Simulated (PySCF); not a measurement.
How methods differ on the excitation energy of V²⁺

V²⁺ [Ar] 3d3 (4F) → V²⁺ [Ar] 3d2 4p1 (high-spin determinant), as a difference of total energies. Computed with PySCF 2.14 in x2c-TZVPPall with one added diffuse shell each of s, p, d, f type (7s6p5d3f1g, 80 functions), with the spin-free X2C one-electron Hamiltonian (Gaussian nucleus). Correlated levels: valence: [Ar] frozen; valence and next inner shell: [Ne] frozen. The calculations carry no spin-orbit coupling.

```tsv
method	excitation energy (eV)
UHF	10.165
LDA	10.723
PBE	10.538
PBE0	10.627
r2SCAN	10.816
TPSSh	10.517
LC-wPBE	10.969
M06-L	11.232
MP2 (valence)	10.399
SCS-MP2 (valence)	10.243
MP2 (valence and next inner shell)	10.680
SCS-MP2 (valence and next inner shell)	10.523
```

Task: How much does correlation contribute at MP2 (valence and next inner shell)?

Result: 10.680 − (10.165) = 0.515 eV, measured against UHF.

A first-order spin-orbit estimate (lowest level to lowest level, LS coupling) adds -0.031 eV.

The determinant of the upper state mixes LS terms, which raises its energy above the lowest term, most at the Hartree-Fock and MP2 levels.
